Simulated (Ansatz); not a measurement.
Stepwise reaction of `C[Si](O)(O)S` with hydrogen chloride, as a gas-phase model of exchange steps in deposition or etching. ΔE in kJ/mol.

Isolated molecules relaxed with PBE0-D4/def2-TZVP in Ansatz; ΔE leaves out vibrations. CCSD(T)/CBS is the MP2 limit (def2-TZVPP, def2-QZVPP) plus CCSD(T) − MP2 in def2-TZVPP, frozen cores. This one scheme is used for every species. Functionals use def2-TZVPP. B3LYP here is the variant with VWN-RPA as its local correlation; programs differ in this. One conformer a species, not always the lowest.

```json
{"step": "2", "reaction": "`C[Si](O)(S)Cl` + HCl → `C[Si](S)(Cl)Cl` + H₂O", "PBE-D4": "5.4", "B3LYP-D4": "12.6", "ωB97M-V": "11.9", "CCSD(T)/CBS": "9.0"}
```

(1) Give the row of step 1, `C[Si](O)(O)S` + HCl → `C[Si](O)(S)Cl` + H₂O. (Estimate.)

(2) By hand: ΔE of the 2 steps together at CCSD(T)/CBS.

Results:

(1) Ansatz gave: 
```
step                                      reaction  PBE-D4  B3LYP-D4  ωB97M-V  CCSD(T)/CBS
   1  `C[Si](O)(O)S` + HCl → `C[Si](O)(S)Cl` + H₂O    -6.4       1.2      0.1         -1.6
```

(2) (-1.6) + (9.0) = 7.4 kJ/mol, or 3.7 kJ/mol a step.

In ΔE each step is higher than the one before. PBE-D4 differs from CCSD(T)/CBS by -4.8 to -3.6 kJ/mol a step. Only this route is followed, and other bonds may react first. Isolated molecules leave out the surface, adducts and barriers. Largest T1 diagnostic: 0.011.
